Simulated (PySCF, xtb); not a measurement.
CH3FSn: which of two isomers lies lower

Structure X is `[CH3][Sn][F]`, a triplet and structure Y is `F[CH2][SnH]`, a singlet. Both are isolated molecules in the gas phase, relaxed with B3LYP-D3(BJ)/def2-SVP; the shapes shown needn't be the lowest conformers.

X (Å):

```xyz
6

C    -1.3043   -0.4860   -1.7554
F     1.7571    0.5597   -0.6264
Sn    0.8344   -1.1328   -1.0610
H    -1.6606    0.1082   -0.9071
H    -1.1154    0.0849   -2.6705
H    -1.8481   -1.4237   -1.9104
```

Y (Å):

```csv
atom,x (Å),y (Å),z (Å)
C,-0.2072,-0.3761,0.5202
F,0.2435,-1.6701,0.7369
Sn,1.4676,1.0660,0.1594
H,-0.8949,-0.3693,-0.3485
H,-0.7994,-0.0437,1.3957
H,0.2503,2.3769,-0.0235
```

Question: Estimate which is lower in electronic energy at CCSD(T)/def2-SVP + ΔMP2/def2-TZVPP, and by roughly how much.

Answer: The CCSD(T)/def2-SVP + ΔMP2/def2-TZVPP calculation puts structure X lower, by 16.8 kJ/mol.

The same difference at several levels:

| level | geometry | E(Y) − E(X) (kJ/mol) | departure from the last row (kJ/mol) | job, with rough time for the two |
| --- | --- | --- | --- | --- |
| HF/STO-3G | GFN2-xTB | −130.9 | −147.7 | single point, 1.7 s |
| r2SCAN-D4/def2-SVP | GFN2-xTB | +11.6 | −5.2 | single point, 94 s |
| B3LYP-D3(BJ)/def2-SVP | B3LYP-D3(BJ)/def2-SVP | +5.9 | −10.9 | optimisation, 1.9 min |
| HF/def2-SVP | B3LYP-D3(BJ)/def2-SVP | +66.3 | +49.5 | part of the CCSD(T) run |
| MP2/def2-SVP | B3LYP-D3(BJ)/def2-SVP | +33.1 | +16.3 | part of the CCSD(T) run |
| CCSD(T)/def2-SVP | B3LYP-D3(BJ)/def2-SVP | +22.4 | +5.6 | single point |
| CCSD(T)/def2-SVP + ΔMP2/def2-TZVPP | B3LYP-D3(BJ)/def2-SVP | +16.8 |  | single point, 1.7 min |

As drawn, Y has 1 C–F, 1 Sn–H in place of 1 F–Sn, 1 C–H.

HF/STO-3G puts the two in the other order. The largest departure from CCSD(T)/def2-SVP + ΔMP2/def2-TZVPP is that of HF/STO-3G, 147.7 kJ/mol. At CCSD(T)/def2-SVP + ΔMP2/def2-TZVPP a singlet with the links of X lies below this triplet. The last row adds to CCSD(T) the change of the MP2 difference between the two basis sets, here −5.6 kJ/mol.

With thermal terms from frequencies at re-optimised GFN2-xTB minima (ideal gas, soft modes damped towards free rotors, one conformer each, 298.15 K, 1 atm): the zero-point term adds −5.6 kJ/mol; ΔH is +8.3 and ΔG +16.3 kJ/mol.

Open shells are spin-unrestricted. The correlated steps freeze 6 core orbitals; the filled d shell of Sn is correlated, in a basis made for valence electrons. Atoms past krypton carry core potentials in the def2 sets, other sets are all-electron and non-relativistic, and no spin–orbit term is included. ΔG holds the spin degeneracy. Codes used: PySCF 2.14.0, xtb 6.7.1; the last row on 2 threads of Arm Neoverse V1 on a shared host.
